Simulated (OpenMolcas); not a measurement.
Ag3+: effect of the IPEA shift

| Property | Result |
| --- | --- |
| Program | OpenMolcas 26.06 |
| Basis | ANO-RCC-VTZP [7s6p4d2f1g] |
| Scalar Hamiltonian | DKH2, point nucleus |
| Active space | 8 electrons in 10 orbitals (4d 5d) |
| State averaging | 2S+1 = 3 even, 10 roots; 2S+1 = 1 even, 15 roots |
| Spin-orbit coupling | state interaction with AMFI integrals over the reference wave functions, term energies averaged over their components |

Methods on the same reference wave functions:
A. CASSCF
B. SS-CASPT2, IPEA 0 Eh, imaginary shift 0.1 Eh (closed shells correlated: 4s 4p)
C. SS-CASPT2, IPEA 0.25 Eh, imaginary shift 0.1 Eh (closed shells correlated: 4s 4p)

Energies in eV above 4d8 3F4, the measured ground level; measured values from the list in Gamrath, thesis, University of Mons (2023).

```
  Level       A       B       C  Measured
4d8 3F4  0.0000  0.0000  0.0000    0.0000
4d8 3F3  0.4924   0.495   0.495    0.5173
4d8 3F2  0.7365   0.701   0.699    0.7228
4d8 3P1  2.4089   2.001   2.026    1.9713
4d8 3P0  2.4455   2.029   2.053    1.9952
4d8 1G4  2.9685   2.676   2.642    2.5504
4d8 1S0  6.8622   6.032   6.015    5.8444
```

Deviations, from unrounded energies. A percentage is the sum of absolute deviations over the sum of measured energies, with the sign that they share, or ± where signs differ.

```
                        Against measurement  Levels      A     B     C
             mean absolute deviation (cm-1)       6   3200   570   570
      fine structure of the ground term (%)       2   ±3.1  -3.6  -3.7
other terms of the ground configuration (%)       4  +18.8  +3.0  +3.0
```

B, C lie about equally close to measurement and A furthest from it. The largest miss of B in the table is 4d8 1S0, by +1500 cm-1. The ranking rests on the paired levels alone, and a cruder setting can come out closer through cancelling errors.

Between B and C the level of the table that moves most is 4d8 1G4, by 270 cm-1 (lowest in C, highest in B). Moves below CASPT2's spread within the term are not significant.

The two smallest mean deviations differ by little beside CASPT2's spread within terms, so their order carries little weight.

From A to B the spin-free energies of the other terms of 4d8 shown, above 3F, scale by factors of 0.79 to 0.88, as is usual when dynamic correlation screens the repulsion within a d or f shell.

The lowest spin-free term lies below A's lowest term by 0.393 hartree in B, 0.388 hartree in C.

CASPT2 does not keep the components of a term degenerate, so their means are used; among the terms shown or strongly mixed into the levels shown the widest spread is 980 cm-1 (4d8 1G, B). Active for correlation alone: 5d; no level in the range computed is led by a configuration that fills it, so any true level of that kind is missing. Without dynamic correlation excited terms often stand tens of per cent too high (terms of higher spin than the ground term too low), and those without a measured partner can miss by more than the paired ones (holds for A). Measured partners are found by configuration, term and J. A level has none where our copy of the source lacks it or the pairing is in doubt (some pairs that miss far off the trend of their configuration count as doubtful), and it then counts in no deviation. Levels of configurations outside the active space are missing. The table leaves out levels that lie high or whose names do not pair safely across all columns.
